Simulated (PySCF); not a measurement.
**Working out the ionisation energy of Rh²⁺**

Rh²⁺ [Kr] 4d7 (4F) → Rh³⁺ [Kr] 4d6 (5D). Calculation: PySCF 2.14, in aug-cc-pVTZ-PP with ECP28MDF (6s6p5d3f2g, 88 functions); scalar relativity through the core potential. Frozen: 4s2 4p6. Energies in hartree (1 hartree = 27.21139 eV):

```csv
part,Rh²⁺ (lower),Rh³⁺ (upper)
UHF,-108.566343,-107.489428
CCSD correlation,-0.160780,-0.113760
(T),-0.003816,-0.001785
```

Problem. What does Hartree-Fock give?

Solution. (-107.489428) − (-108.566343) = 1.076915 hartree = 29.304 eV.

Problem. What do CCSD and CCSD(T) give?

Solution. The CCSD correlation energies differ by 0.047020 hartree = 1.279 eV and the triples by 0.002031 hartree = 0.055 eV, so CCSD gives 30.583 eV and CCSD(T) 30.638 eV.

Reference: 31.06 eV (semi-empirical (NIST evaluation); NIST Atomic Spectra Database, ionization energies), between the lowest levels; spin-orbit coupling is absent from the calculation.

What remains against the reference includes basis incompleteness, the frozen core and higher excitations.
